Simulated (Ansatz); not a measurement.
Mulliken charges of CH4S2Si, SMILES `CS[Si]S` from ωB97M-V/def2-TZVPP in Ansatz (PBE0-D4/def2-TZVP geometry).

```tsv
atom	x (Å)	y (Å)	z (Å)	charge (e)
C1	0.241	0.019	-1.072	-0.383
S2	-1.261	0.843	-0.495	-0.126
Si3	-1.546	0.693	1.609	0.182
S4	0.123	-0.436	2.353	-0.234
H5	1.127	0.465	-0.619	0.145
H6	0.286	0.165	-2.152	0.151
H7	0.202	-1.050	-0.863	0.146
H8	0.829	-0.698	1.239	0.120
```

**Question.** By hand: the dipole of these point charges (1 e Å = 4.8032 D).

**Answer.** Σ q r = (0.092, -0.030, -0.177) e Å, of length 0.202 e Å = 0.97 D.

**Question.** How does the dipole of the full density compare? (Estimate.)

**Answer.** Ansatz gave: (0.312, -0.143, -0.305) e Å, 2.21 D; the point charges give 0.44 times that, at 20° from its direction.

Point charges leave out the atoms' own dipoles, such as those of lone pairs, and Mulliken's split depends on the basis, so the two needn't agree.
